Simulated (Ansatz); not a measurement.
Dissociation curve of GeC, lowest singlet found (which spin is the ground state isn't settled by this scan).

RKS-PBE = restricted PBE/cc-pVDZ in Ansatz (a quantum-chemistry and plane-wave program); RKS-B3LYP = Ansatz with restricted B3LYP/cc-pVDZ; FCI = full CI/cc-pVDZ, cores with 3d frozen run with Ansatz.

Energies relative to the lowest point of each curve between 1.53 and 2.10 Å, where full CI is lowest, in kJ/mol; the last columns give the error against full CI:

```tsv
R / Å	RKS-PBE	RKS-B3LYP	FCI	RKS-PBE − FCI	RKS-B3LYP − FCI
1.41	269.6	269.3	317.1	-47.5	-47.8
1.53	83.6	85.1	110.0	-26.5	-24.9
1.62	20.9	23.4	36.6	-15.7	-13.2
1.71	0.0	3.0	5.1	-5.1	-2.1
1.78	2.9	2.2	0.0	2.9	2.2
1.87	18.7	0.8	8.2	10.5	-7.4
1.90	23.1	0.0	13.0	10.1	-13.0
1.98	31.1	0.8	27.7	3.4	-26.9
2.05	36.8	8.9	33.4	3.4	-24.5
2.10	43.7	17.8	39.6	4.2	-21.8
2.23	70.3	49.4	62.9	7.4	-13.5
2.34	98.7	81.7	86.8	11.9	-5.1
2.46	132.5	119.7	113.8	18.7	5.9
2.65	187.2	180.6	153.5	33.7	27.1
2.84	239.2	238.3	185.5	53.6	52.8
3.12	306.3	313.3	217.0	89.3	96.3
3.49	375.8	392.1	237.4	138.3	154.6
```

RKS-PBE is furthest from FCI at 3.49 (138.3 kJ/mol, above); its mean absolute error over the points is 28.4 kJ/mol.

RKS-B3LYP is furthest from FCI at 3.49 (154.6 kJ/mol, above); its mean absolute error over the points is 31.7 kJ/mol.

The scan ran from 1.41 to 6.65 Å; beyond the distances shown full CI changes its symmetry label. The restricted form behind RKS-PBE, RKS-B3LYP keeps the bonding electrons paired and can't separate into open-shell fragments. Also computed but left out beside FCI, since their determinant holds another spin at the minimum (<S²> over 0.7 above the pure value): UHF, UMP2, UCCSD, UCCSD(T), UCCSDT, UCCSDT(Q), UKS-BLYP, UKS-B3LYP, UKS-PBE, UKS-B3LYP/6-31G*, UKS-BP86/6-31G*, UHF/STO-3G, UHF/6-31G*.
